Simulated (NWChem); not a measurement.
System: C2H5ClOSi; SMILES C=C(Cl)[SiH2]O

Input file for NWChem:

```
start job
memory heap 200 mb stack 900 mb global 1100 mb
geometry units angstroms noautoz
  C      1.666802    -1.210778    -0.385379
  C      0.570146    -0.590460     0.052881
  Cl    -0.873923    -1.551199     0.470076
  Si     0.361409     1.263167     0.298603
  O     -0.847706     1.886241    -0.656698
  H      1.739695    -2.289852    -0.493343
  H      2.541282    -0.622816    -0.653321
  H      1.617073     1.917523    -0.135222
  H      0.100353     1.498495     1.744183
  H     -1.733329     1.518409    -0.525372
end
basis spherical
  * library def2-tzvp
end
dft
  xc r2scan
  iterations 150
  semidirect filesize 400000000
  mulliken
end
task dft energy
```

NWChem printed, in part:

```
             Northwest Computational Chemistry Package (NWChem) 7.3.0
             --------------------------------------------------------

 C1  symmetry detected

                             Geometry "geometry" -> ""
                             -------------------------

 Output coordinates in angstroms (scale by  1.889725989 to convert to a.u.)

  No.       Tag          Charge          X              Y              Z
 ---- ---------------- ---------- -------------- -------------- --------------
    1 C                    6.0000     1.73843083    -1.06638332    -0.37560445
    2 C                    6.0000     0.56976288    -0.52830037    -0.02318055
    3 Cl                  17.0000    -0.88121388    -1.56233624     0.06537804
    4 Si                  14.0000     0.26063231     1.27472736     0.41660667
    5 O                    8.0000    -0.82830810     1.99011822    -0.61548100
    6 H                    1.0000     1.86544863    -2.12140515    -0.60400263
    7 H                    1.0000     2.61896387    -0.43214502    -0.44350753
    8 H                    1.0000     1.53877003     2.00332938     0.24754733
    9 H                    1.0000    -0.20479290     1.31960952     1.82890834
   10 H                    1.0000    -1.70930346     1.59130075    -0.65630754

 Effective nuclear repulsion energy (a.u.)     271.4656572569

                                 NWChem DFT Module
                                 -----------------

 Summary of "ao basis" -> "ao basis" (spherical)
 ------------------------------------------------------------------------------
       Tag                 Description            Shells   Functions and Types
 ---------------- ------------------------------  ------  ---------------------
 C                         def2-tzvp                11       31   5s3p2d1f
 Cl                        def2-tzvp                13       37   5s5p2d1f
 Si                        def2-tzvp                13       37   5s5p2d1f
 O                         def2-tzvp                11       31   5s3p2d1f
 H                         def2-tzvp                 4        6   3s1p

            General Information
            -------------------
          SCF calculation type: DFT
          Wavefunction type:  closed shell.
          No. of atoms     :    10
          No. of electrons :    56
           Alpha electrons :    28
            Beta electrons :    28
          Charge           :     0
          Spin multiplicity:     1
          Use of symmetry is: off; symmetry adaption is: off
          Maximum number of iterations: 150
          AO basis - number of functions:   197
                     number of shells:    79
          Convergence on energy requested:  1.00D-06
          Convergence on density requested:  1.00D-05
          Convergence on gradient requested:  5.00D-04

              XC Information
              --------------
                      r^2SCAN Method XC Functional
               r^2SCAN metaGGA Exchange Functional  1.000
                     r^2SCAN Correlation Potential  1.000

             Grid Information
             ----------------
          Grid used for XC integration:  medium
          Radial quadrature: Mura-Knowles
          Angular quadrature: Lebedev.
          Tag              B.-S. Rad. Rad. Pts. Rad. Cut. Ang. Pts.
          ---              ---------- --------- --------- ---------
          C                   0.70       49          12.0       434
          Cl                  1.00       88          12.0       590
          Si                  1.10       88          11.0       590
          O                   0.60       49          12.0       434
          H                   0.35       45          13.0       434
          Grid pruning is: on
          Number of quadrature shells:   548
          Spatial weights used:  Erf1

      Superposition of Atomic Density Guess
      -------------------------------------

 Sum of atomic energies:        -900.93910876

      Non-variational initial energy
      ------------------------------

 Total energy =    -902.923743
 1-e energy   =   -1782.199590
 2-e energy   =     607.810190
 HOMO         =      -0.309906
 LUMO         =      -0.020522

------------------------------------------------------------
EAF file 0: "./job.aoints.0" size=715653120 bytes
------------------------------------------------------------
               write      read    awrite     aread      wait
               -----      ----    ------     -----      ----
     calls:     1365         0         0         0         0
   data(b): 7.16e+08  0.00e+00  0.00e+00  0.00e+00
   time(s): 0.00e+00  0.00e+00  0.00e+00  0.00e+00  0.00e+00
rate(mb/s): 0.00e+00  0.00e+00
------------------------------------------------------------

     ---------------------------------------------
      Total Density - Mulliken Population Analysis
     ---------------------------------------------

    Atom       Charge   Shell Charges
 -----------   ------   -------------------------------------------------------
    1 C    6     6.42   0.86  1.12  0.58  0.66  0.13  1.24  1.32  0.47  0.01  0.03  0.01
    2 C    6     5.92   0.86  1.12  0.55  0.67  0.08  1.03  1.25  0.23  0.02  0.10  0.01
    3 Cl  17    17.23   2.01  0.45  1.52  1.11  0.83  4.19  1.69  1.09  2.85  1.45  0.01  0.03  0.00
    4 Si  14    13.27   2.00  0.59  1.39  0.83  0.41  4.11  1.73  0.50  1.06  0.32  0.14  0.15  0.04
    5 O    8     8.85   0.79  1.18  0.59  0.95  0.24  2.02  2.21  0.85  0.00  0.01  0.00
    6 H    1     0.83   0.24  0.44  0.13  0.02
    7 H    1     0.83   0.24  0.44  0.12  0.02
    8 H    1     1.05   0.23  0.54  0.27  0.01
    9 H    1     1.06   0.23  0.54  0.28  0.01
   10 H    1     0.54   0.19  0.25  0.06  0.04

[...]
```

Level: r2SCAN/def2-TZVP. Structure relaxed at the B3LYP/6-31G* (spherical d) level.
